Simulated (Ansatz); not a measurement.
`CS[CH2][ZnH]` + `OC(F)F` → `FC(F)[O][ZnH]` + `CSC` at 400 K and 1 bar (ligand exchange at a Zn–C bond).

Gas-phase electronic energies from Ansatz, PBE0-D4/def2-TZVP geometries. CBS: MP2 limit from def2 TZ/QZ plus the TZ coupled-cluster correction, frozen cores. For Zn outer-core shells are correlated without core-valence functions, which leaves a few kJ/mol of doubt a bond. Scalar relativity is left out up to krypton. Each species was taken in one conformer, which may not be the lowest.

| species | CCSD(T)/CBS energy (Eh) | H − E (kJ/mol) | S (J/(mol·K)) |
| --- | --- | --- | --- |
| `CS[CH2][ZnH]` | -2255.84623 | 218.3 | 378.2 |
| `OC(F)F` | -314.01610 | 117.8 | 293.0 |
| `FC(F)[O][ZnH]` | -2092.41029 | 114.2 | 369.3 |
| `CSC` | -477.48821 | 222.1 | 306.3 |

H − E and S are ideal-gas, rigid-rotor, harmonic terms from PBE0-D4/def2-TZVP, for one conformer and one mirror image of each species. 1 Eh = 2625.50 kJ/mol, R = 8.31446 J/(mol·K).

Q: By hand: ΔE, ΔH, ΔS and ΔG.

A: ΔE = (-2092.41029) + (-477.48821) − (-2255.84623) − (-314.01610) = -0.03617 Eh = -95.0 kJ/mol. Δ(H − E) = 114.2 + 222.1 − 218.3 − 117.8 = 0.2, so ΔH = -94.8 kJ/mol. ΔS = 369.3 + 306.3 − 378.2 − 293.0 = 4.4 J/(mol·K). ΔG = -94.8 − 400 × (4.4)/1000 = -96.6 kJ/mol.

Q: By hand: the equilibrium constant, and the temperature at which ΔG would vanish if ΔH and ΔS stayed fixed.

A: log₁₀ K = −ΔG/(RT ln 10) = 12.6. ΔH and −TΔS have one sign here, so there is no such temperature. One of them is within its doubt of zero, so this could turn.

The number of gas molecules stays the same, so ΔS is small and ΔH decides. A doubt of 5 kJ/mol in ΔE shifts log₁₀ K by 0.7 here. Other conformers and mirror images would add mixing entropy, several J/(mol·K) or more a flexible species. Modes under 60 cm⁻¹, often nearly free rotors, make the harmonic entropy too high. These are equilibria of isolated gas molecules and say nothing of rates. Largest T1 diagnostic: 0.015 (customary marks: 0.02 for closed shells, 0.045 for open ones).
